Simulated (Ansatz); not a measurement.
A nudged elastic band was laid between two geometries of CH8BPSSi (13 atoms, charge 0, multiplicity 1).

Computed with Ansatz 0.2.0, RKS BLYP/def2-SVP.

```yaml
movable_images: 9
climbing_image: yes
spring: 5.0 eV/Å²
optimiser: quadratic models (default)
start_path: IDPP
force_threshold: 0.05 eV/Å
iteration_limit: 60
end_points: relaxed
```

Image 0:

```xyz
13
Properties=species:S:1:pos:R:3
P -2.410 0.781 0.423
B -1.058 -0.540 0.651
C 0.396 -0.223 1.123
Si 1.660 -0.365 -0.316
S 1.434 1.162 -1.861
H -1.683 1.869 -0.164
H -3.083 0.317 -0.754
H -1.411 -1.695 0.511
H 0.544 0.791 1.550
H 0.770 -0.983 1.846
H 1.597 -1.743 -0.906
H 3.037 -0.113 0.217
H 0.227 0.708 -2.307
```

Image 10:

```xyz
13
Properties=species:S:1:pos:R:3
P -2.116 0.706 -0.567
B -1.060 -0.511 0.452
C 0.334 -0.162 1.061
Si 1.749 -0.424 -0.218
S 1.743 1.054 -1.819
H -2.057 1.927 0.180
H -3.446 0.305 -0.227
H -1.430 -1.669 0.412
H 0.448 0.884 1.414
H 0.605 -0.860 1.885
H 1.692 -1.827 -0.746
H 3.071 -0.205 0.455
H 0.488 0.749 -2.266
```

Q: What changes between the two ends?

A: No bond is made or broken. The height of P1 over the plane of its neighbours goes from 0.71 to -0.70 Å.

Q: What energy profile does the band end with?

A: The forces met the threshold. The highest image is number 5 of 0 to 10, 0.30 eV above the first end and 0.31 eV above the last; the last end lies 0.01 eV below the first. A vibrational analysis at the climbing image gives one clearly imaginary mode, 442i cm⁻¹: a first-order saddle point.

```json
{"image": "0", "path coordinate (Å)": "0.00", "energy (eV)": "0.00", "height of P1 over the plane of its neighbours (Å)": "0.71"}
{"image": "1", "path coordinate (Å)": "0.23", "energy (eV)": "0.00", "height of P1 over the plane of its neighbours (Å)": "0.70"}
{"image": "2", "path coordinate (Å)": "0.46", "energy (eV)": "0.02", "height of P1 over the plane of its neighbours (Å)": "0.65"}
{"image": "3", "path coordinate (Å)": "0.68", "energy (eV)": "0.09", "height of P1 over the plane of its neighbours (Å)": "0.50"}
{"image": "4", "path coordinate (Å)": "0.91", "energy (eV)": "0.22", "height of P1 over the plane of its neighbours (Å)": "0.27"}
{"image": "5", "path coordinate (Å)": "1.14", "energy (eV)": "0.30", "height of P1 over the plane of its neighbours (Å)": "0.01"}
{"image": "6", "path coordinate (Å)": "1.33", "energy (eV)": "0.24", "height of P1 over the plane of its neighbours (Å)": "-0.21"}
{"image": "7", "path coordinate (Å)": "1.52", "energy (eV)": "0.12", "height of P1 over the plane of its neighbours (Å)": "-0.41"}
{"image": "8", "path coordinate (Å)": "1.71", "energy (eV)": "0.03", "height of P1 over the plane of its neighbours (Å)": "-0.58"}
{"image": "9", "path coordinate (Å)": "1.90", "energy (eV)": "0.00", "height of P1 over the plane of its neighbours (Å)": "-0.68"}
{"image": "10", "path coordinate (Å)": "2.09", "energy (eV)": "-0.01", "height of P1 over the plane of its neighbours (Å)": "-0.70"}
```

Q: What is the geometry of the highest image?

A: 
```xyz
13
Properties=species:S:1:pos:R:3
P -2.219 0.689 -0.073
B -1.029 -0.542 0.545
C 0.405 -0.193 1.091
Si 1.768 -0.440 -0.232
S 1.655 1.038 -1.833
H -2.042 2.092 -0.105
H -3.478 0.373 -0.628
H -1.434 -1.682 0.444
H 0.518 0.846 1.464
H 0.679 -0.888 1.917
H 1.706 -1.842 -0.767
H 3.124 -0.208 0.366
H 0.369 0.723 -2.174
```

Q: What are the harmonic wavenumbers there?

A: 442i, 46, 72, 145, 189, 223, 243, 439, 465, 496, 555, 613, 659, 683, 735, 787, 812, 852, 920, 927, 1012, 1030, 1054, 1153, 1367, 2150, 2165, 2444, 2484, 2548, 2551, 2947, 3012 cm⁻¹.

The band took 6 iterations and about 3 core-minutes.

Run time: 110 s on 2 threads of Intel(R) Xeon(R) Platinum 8488C (Sapphire Rapids) (shared host), peak memory 0.19 GiB.
